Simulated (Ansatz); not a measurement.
[B(OH)4]- (BO4H4⁻). Total charge -1; singlet. Geometry r2SCAN-D4/def2-SVPD.

Cartesian coordinates in Å:
```
B 0.0018 0.0003 0.0009
O -0.8630 0.7402 -0.9506
H -1.3706 0.0743 -1.4249
O 1.0688 0.9356 0.4329
H 1.3274 1.4285 -0.3521
O 0.4896 -1.2084 -0.7067
H 0.8084 -1.8082 -0.0251
O -0.6890 -0.4663 1.2275
H -0.7734 0.3041 1.7981
```

HSE06 is defined as in plane-wave codes, on full-range PBE exchange.

Q: Estimate the orbital energies around the gap (eV) in Ansatz with HF/STO-3G, PBE-D4/def2-TZVPD, r2SCAN-D4/def2-TZVPD, HSE06-D4/def2-TZVPD, ωB97M-V/def2-TZVPD.

A: 
| orbital | HF/STO-3G | PBE-D4/def2-TZVPD | r2SCAN-D4/def2-TZVPD | HSE06-D4/def2-TZVPD | ωB97M-V/def2-TZVPD |
| --- | --- | --- | --- | --- | --- |
| HOMO−13 | -25.74 | -18.38 | -19.65 | -20.95 | -24.12 |
| HOMO−12 | -25.50 | -18.20 | -19.46 | -20.74 | -23.92 |
| HOMO−11 | -10.18 | -7.57 | -7.99 | -9.02 | -12.08 |
| HOMO−10 | -8.54 | -6.54 | -6.92 | -7.88 | -10.89 |
| HOMO−9 | -8.53 | -6.53 | -6.91 | -7.87 | -10.88 |
| HOMO−8 | -7.71 | -6.01 | -6.38 | -7.31 | -10.28 |
| HOMO−7 | -5.61 | -3.70 | -4.04 | -5.07 | -8.15 |
| HOMO−6 | -4.40 | -2.89 | -3.26 | -4.21 | -7.17 |
| HOMO−5 | -3.39 | -2.48 | -2.79 | -3.71 | -6.63 |
| HOMO−4 | -3.38 | -2.48 | -2.79 | -3.70 | -6.63 |
| HOMO−3 | -2.87 | -1.66 | -1.99 | -2.97 | -5.98 |
| HOMO−2 | -1.88 | -1.29 | -1.58 | -2.48 | -5.41 |
| HOMO−1 | -1.88 | -0.66 | -0.96 | -1.89 | -4.83 |
| HOMO | -1.60 | -0.65 | -0.95 | -1.88 | -4.82 |
| LUMO | 23.85 | 3.20 | 3.76 | 3.44 | 4.14 |
| LUMO+1 | 24.40 | 4.12 | 4.70 | 4.34 | 4.97 |
| LUMO+2 | 24.40 | 4.12 | 4.72 | 4.35 | 5.02 |
| LUMO+3 | 25.17 | 4.13 | 4.72 | 4.35 | 5.02 |
| LUMO+4 | 27.84 | 5.15 | 5.72 | 5.32 | 5.83 |
| LUMO+5 | 29.66 | 5.26 | 5.87 | 5.47 | 6.09 |
